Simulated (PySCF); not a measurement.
A structure optimised at PBE0-D3(BJ)/def2-SVP, used in a PySCF frequency run:

```xyz
10

C      1.9362     0.7434     0.9287
Si     0.2928    -0.0876     0.7611
N     -0.8655     0.5436     1.8375
F      0.5363    -1.6865     0.9523
Br    -0.5382     0.1235    -1.2877
H      1.8540     1.8165     0.7047
H      2.6637     0.2928     0.2379
H      2.3238     0.6265     1.9535
H     -0.6353     0.7098     2.8105
H     -1.8547     0.3708     1.7033
```
Charge 0, spin multiplicity 1.

Q: Write its SMILES and formula.

A: C[Si](N)(F)Br, CH5BrFNSi

Q: What are its rotational constants (standard atomic weights)?

A: 3.5261, 1.4933, 1.4666 GHz
